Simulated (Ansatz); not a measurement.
The cluster Zn₂O₂ (the lowest singlet isomer of a short search) was relaxed with PBE0-D4 (def2-SVP) in Ansatz in these states: neutral quintet, neutral triplet. The geometries follow in no particular order.

A:

```xyz
4

Zn    0.265    1.574    0.468
Zn   -0.649    0.217   -1.517
O     0.417   -0.560    1.015
O    -0.034   -1.231    0.034
```

B:

```tsv
atom	x (Å)	y (Å)	z (Å)
Zn1	0.888	1.037	-1.062
Zn2	-1.698	-0.054	-0.327
O3	0.980	-0.249	0.531
O4	-0.171	-0.734	0.859
```

Problem. Judge from the bond lengths which geometry belongs to which state (an estimate).

Solution. A is the neutral triplet (Zn1–Zn2 2.572 Å, Zn1–O3 2.208 Å, Zn2–O4 2.208 Å); B is the neutral quintet (Zn1–Zn2 2.901 Å, Zn1–O3 2.049 Å, Zn2–O4 2.049 Å).

At PBE0-D4/def2-TZVP a triplet lies 3.20 eV below the neutral quintet. These are the stationary points nearest to one start from a short search; other shapes may lie lower in each state.
